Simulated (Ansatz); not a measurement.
`CCBO` + `[SiH3]N[SiH3]` → `OBN([SiH3])[SiH3]` + `CC`  (ligand exchange at a B–C bond)

Gas-phase electronic energies from Ansatz, PBE0-D4/def2-TZVP geometries. CBS: MP2 limit from def2 TZ/QZ plus the TZ coupled-cluster correction, frozen cores. This one scheme is used for every species. Functionals use def2-TZVPP. B3LYP here is the variant with VWN-RPA as its local correlation; programs differ in this. One conformer a species, not always the lowest.

```json
{"level": "PBE-D4", "ΔE (kJ/mol)": "-113.0"}
{"level": "ωB97M-V", "ΔE (kJ/mol)": "-115.8"}
{"level": "r2SCAN", "ΔE (kJ/mol)": "-116.6"}
{"level": "B3LYP", "ΔE (kJ/mol)": "-111.2"}
{"level": "CCSD/def2-TZVPP", "ΔE (kJ/mol)": "-116.3"}
{"level": "CCSD(T)/def2-TZVPP", "ΔE (kJ/mol)": "-117.7"}
{"level": "SCS-MP2/def2-QZVPP", "ΔE (kJ/mol)": "-117.5"}
{"level": "HF/CBS(def2)", "ΔE (kJ/mol)": "-114.7"}
```

Task: What does CCSD(T)/CBS give? (Estimate.)

Result: The calculation gave: -116.2 kJ/mol. The listed levels differ from it by 3.2, 0.4, -0.4, 5.0, -0.1, -1.5, -1.3, 1.5 kJ/mol.

Largest T1 diagnostic among the species: 0.012.

The D4 term adds −6.5 kJ/mol with B3LYP and −3.5 kJ/mol with PBE0; it sums over pairs of atoms, weighted by their polarisabilities, and B3LYP, whose exchange is more repulsive, gets the larger term.
